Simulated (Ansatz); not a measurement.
Steps of a relaxation of AlBH8Si2 with RKS PBE-D4/def2-SVP.

```sh
$ ansatz run in.yaml --threads 4 --pin off --events-out ev --progress --plain --max-ram 10444MiB
```

```yaml
crystal:
  periodic: [false, false, false]
  atoms:
    - {symbol: B, position_ang: [-1.539500, 2.196500, -0.006700]}
    - {symbol: Si, position_ang: [-1.395900, 0.387700, -0.562700]}
    - {symbol: Al, position_ang: [0.867800, -0.154800, -0.638600]}
    - {symbol: Si, position_ang: [1.806000, -1.854300, 0.769200]}
    - {symbol: H, position_ang: [-1.164700, 2.589200, 1.008500]}
    - {symbol: H, position_ang: [-2.116500, 3.030700, -0.738900]}
    - {symbol: H, position_ang: [-2.046900, -0.477500, 0.411700]}
    - {symbol: H, position_ang: [-1.943600, 0.219500, -1.902100]}
    - {symbol: H, position_ang: [1.891300, 0.653900, -1.555500]}
    - {symbol: H, position_ang: [1.056200, -3.128400, 0.475200]}
    - {symbol: H, position_ang: [1.464400, -1.512600, 2.198200]}
    - {symbol: H, position_ang: [3.198400, -2.005100, 0.575700]}
basis:
  gaussian: {orbitals: def2-SVP}
hamiltonian: {xc: pbe, dispersion: d4}
relax: {f_tol: 0.03, max_steps: 200}
```

Positions (Å) and forces (eV/Å) along the path, 12 of 28 steps:

```xyz
12
step=1 energy=-23135.5498 eV
B    -1.540    2.196   -0.007   -1.190    1.474   -1.273
Si   -1.396    0.388   -0.563   -0.292   -0.317   -0.330
Al    0.868   -0.155   -0.639    1.135    0.085   -0.212
Si    1.806   -1.854    0.769   -1.947    0.020    0.406
H    -1.165    2.589    1.008    0.576    0.537    1.560
H    -2.116    3.031   -0.739    0.506   -0.383    0.303
H    -2.047   -0.477    0.412   -0.432   -0.701    0.637
H    -1.944    0.220   -1.902   -0.494   -0.336   -0.879
H     1.891    0.654   -1.556    0.021    0.138   -0.189
H     1.056   -3.128    0.475    0.121   -0.158    0.005
H     1.464   -1.513    2.198    0.142   -0.022    0.089
H     3.198   -2.005    0.576    1.854   -0.339   -0.116
12
step=2 energy=-23135.9776 eV
B    -1.614    2.257    0.013   -0.181    0.833   -0.749
Si   -1.456    0.410   -0.606   -0.207   -0.218    0.015
Al    0.930   -0.101   -0.672    0.273    0.006   -0.107
Si    1.809   -1.884    0.787   -0.561    0.000    0.129
H    -1.222    2.631    1.080    0.052    0.040    0.509
H    -2.013    3.135   -0.769    0.183   -0.311    0.311
H    -2.067   -0.523    0.391   -0.051   -0.262    0.175
H    -2.074    0.154   -1.947   -0.075   -0.076   -0.195
H     1.875    0.746   -1.664   -0.003   -0.055    0.052
H     1.125   -3.207    0.521   -0.016    0.061   -0.055
H     1.522   -1.564    2.237   -0.007    0.050   -0.019
H     3.261   -2.109    0.663    0.593   -0.068   -0.065
12
step=7 energy=-23136.1006 eV
B    -1.489    2.212    0.003    0.049   -0.065   -0.102
Si   -1.638    0.328   -0.528   -0.021    0.101   -0.030
Al    0.834   -0.008   -0.665    0.017    0.024    0.006
Si    1.768   -1.780    0.771   -0.009    0.004   -0.012
H    -1.362    2.508    1.177   -0.001    0.011    0.008
H    -1.334    3.078   -0.844   -0.021   -0.094    0.074
H    -2.154   -0.707    0.436   -0.009    0.013    0.007
H    -2.085    0.008   -1.936    0.001    0.006    0.032
H     1.728    0.849   -1.685   -0.012    0.002    0.012
H     1.079   -3.087    0.457    0.006   -0.002    0.006
H     1.476   -1.467    2.220   -0.002    0.002   -0.003
H     3.254   -1.991    0.629    0.003   -0.001    0.003
12
step=8 energy=-23136.1010 eV
B    -1.485    2.210    0.002    0.049   -0.059   -0.099
Si   -1.641    0.327   -0.527   -0.023    0.096   -0.030
Al    0.832   -0.006   -0.665    0.016    0.021    0.006
Si    1.767   -1.778    0.771   -0.009    0.004   -0.011
H    -1.355    2.507    1.176   -0.001    0.010    0.005
H    -1.330    3.075   -0.847   -0.020   -0.092    0.074
H    -2.156   -0.708    0.439   -0.008    0.013    0.007
H    -2.089    0.006   -1.935    0.001    0.006    0.031
H     1.726    0.849   -1.686   -0.012    0.004    0.012
H     1.078   -3.085    0.459    0.006   -0.002    0.005
H     1.477   -1.464    2.220   -0.002    0.002   -0.003
H     3.253   -1.989    0.627    0.002   -0.001    0.003
12
step=12 energy=-23136.2070 eV
B    -1.163    1.957   -0.089    0.558    0.463    0.006
Si   -1.941    0.289   -0.415   -0.389   -0.564   -0.112
Al    0.643    0.208   -0.596   -0.024    0.269    0.079
Si    1.646   -1.588    0.766    0.008   -0.015    0.002
H    -0.668    2.230    1.003   -0.050   -0.077   -0.096
H    -0.941    2.698   -1.036   -0.061   -0.066    0.108
H    -2.243   -0.778    0.606    0.028    0.021   -0.045
H    -2.317   -0.161   -1.807   -0.055   -0.022    0.072
H     1.501    1.053   -1.654    0.037   -0.048    0.023
H     0.964   -2.913    0.519   -0.003    0.027   -0.010
H     1.476   -1.276    2.236   -0.008    0.007   -0.038
H     3.122   -1.774    0.503   -0.041    0.004    0.010
12
step=14 energy=-23136.3494 eV
B    -1.024    1.822   -0.157   -0.021   -0.224   -0.139
Si   -2.091    0.268   -0.367    0.352   -0.059   -0.020
Al    0.683    0.397   -0.506   -0.288    0.324   -0.227
Si    1.573   -1.474    0.753    0.110   -0.208    0.263
H    -0.379    1.999    0.892   -0.002   -0.070   -0.135
H    -0.893    2.587   -1.096   -0.025    0.001    0.125
H    -2.204   -0.856    0.639   -0.010    0.084   -0.036
H    -2.545   -0.235   -1.720   -0.093    0.107    0.127
H     1.621    1.112   -1.593    0.019    0.039    0.051
H     0.865   -2.781    0.482   -0.028    0.041   -0.027
H     1.429   -1.201    2.233    0.008   -0.036    0.005
H     3.041   -1.692    0.474   -0.022    0.002    0.013
12
step=16 energy=-23136.4395 eV
B    -1.006    1.754   -0.223    0.046    0.056   -0.031
Si   -2.047    0.203   -0.362   -0.134   -0.338   -0.164
Al    0.729    0.495   -0.531    0.075   -0.122   -0.002
Si    1.538   -1.417    0.808   -0.049   -0.021   -0.014
H    -0.176    1.827    0.727   -0.068    0.051   -0.108
H    -0.974    2.587   -1.106   -0.004    0.040    0.113
H    -2.046   -0.955    0.618    0.010    0.153   -0.130
H    -2.816   -0.171   -1.626    0.158    0.107    0.326
H     1.727    1.225   -1.553   -0.018    0.020    0.026
H     0.775   -2.669    0.431    0.026    0.021    0.017
H     1.372   -1.240    2.301   -0.026    0.028   -0.046
H     3.000   -1.693    0.549   -0.015    0.005    0.013
12
step=19 energy=-23136.4709 eV
B    -0.981    1.750   -0.227   -0.021    0.009    0.008
Si   -1.960    0.152   -0.334    0.002    0.009    0.000
Al    0.752    0.484   -0.614    0.021    0.011    0.002
Si    1.462   -1.423    0.774    0.055   -0.022    0.027
H    -0.072    1.824    0.642    0.008   -0.001    0.006
H    -1.073    2.668   -1.012   -0.003   -0.002   -0.007
H    -1.807   -1.024    0.591   -0.005   -0.007    0.010
H    -2.833   -0.203   -1.503   -0.012    0.001   -0.005
H     1.757    1.276   -1.577   -0.005   -0.018   -0.008
H     0.739   -2.693    0.393    0.003    0.009   -0.021
H     1.147   -1.168    2.230   -0.010    0.004   -0.027
H     2.944   -1.699    0.672   -0.033    0.006    0.016
12
step=20 energy=-23136.4729 eV
B    -0.975    1.747   -0.224   -0.021    0.020    0.019
Si   -1.954    0.150   -0.325   -0.024   -0.001    0.004
Al    0.759    0.487   -0.622    0.042   -0.019   -0.011
Si    1.463   -1.422    0.767    0.010    0.007    0.018
H    -0.061    1.824    0.639    0.013   -0.005    0.007
H    -1.075    2.664   -1.007   -0.002    0.026   -0.029
H    -1.794   -1.023    0.601   -0.001   -0.027    0.020
H    -2.847   -0.203   -1.480    0.004    0.005   -0.005
H     1.760    1.268   -1.596   -0.008   -0.005   -0.008
H     0.757   -2.692    0.357    0.008    0.007   -0.010
H     1.095   -1.164    2.211   -0.002   -0.019   -0.015
H     2.948   -1.691    0.714   -0.020    0.011    0.010
12
step=23 energy=-23136.4758 eV rejected
B    -0.938    1.767   -0.202   -0.080    0.031    0.042
Si   -1.915    0.159   -0.263   -0.072    0.088    0.056
Al    0.751    0.461   -0.675    0.129    0.019    0.047
Si    1.444   -1.422    0.759    0.015    0.043   -0.064
H     0.002    1.874    0.631    0.024   -0.108   -0.093
H    -1.077    2.675   -0.993   -0.009   -0.033   -0.019
H    -1.755   -1.010    0.671    0.019    0.006   -0.014
H    -2.842   -0.186   -1.391    0.001   -0.007   -0.024
H     1.710    1.182   -1.739   -0.018   -0.021    0.033
H     0.931   -2.718    0.178    0.009   -0.007    0.000
H     0.830   -1.280    2.128   -0.011   -0.008    0.031
H     2.937   -1.558    0.931   -0.006   -0.003    0.003
12
step=24 energy=-23136.4808 eV
B    -0.954    1.761   -0.217    0.014   -0.005   -0.013
Si   -1.944    0.166   -0.270    0.005    0.000   -0.007
Al    0.762    0.475   -0.648   -0.014    0.011    0.010
Si    1.452   -1.420    0.763    0.006   -0.012    0.010
H    -0.009    1.846    0.613    0.003   -0.004   -0.007
H    -1.073    2.665   -1.017   -0.003   -0.008    0.010
H    -1.768   -1.005    0.658   -0.005    0.006    0.002
H    -2.860   -0.190   -1.406   -0.006    0.003    0.006
H     1.734    1.213   -1.683   -0.004   -0.006    0.003
H     0.890   -2.710    0.208    0.018    0.024    0.007
H     0.898   -1.268    2.161    0.010   -0.010   -0.031
H     2.949   -1.588    0.871   -0.026    0.001    0.010
12
step=28 energy=-23136.4837 eV
B    -0.935    1.768   -0.223   -0.006   -0.004    0.000
Si   -1.955    0.191   -0.239   -0.004    0.008    0.005
Al    0.752    0.453   -0.661   -0.007   -0.001    0.003
Si    1.456   -1.424    0.763    0.001    0.003   -0.006
H     0.030    1.849    0.583    0.003    0.000    0.002
H    -1.061    2.664   -1.029    0.002    0.004   -0.002
H    -1.790   -0.973    0.699    0.003   -0.005    0.000
H    -2.911   -0.148   -1.346    0.003   -0.001   -0.003
H     1.714    1.153   -1.732    0.003   -0.001   -0.003
H     1.059   -2.727    0.110   -0.001   -0.008   -0.005
H     0.773   -1.383    2.107   -0.005    0.004    0.007
H     2.945   -1.480    1.002    0.009    0.000    0.004
```

It took 17 s on 4 threads of an Intel Xeon 6975P-C on a shared host, with 0.17 GiB of host memory at the peak.
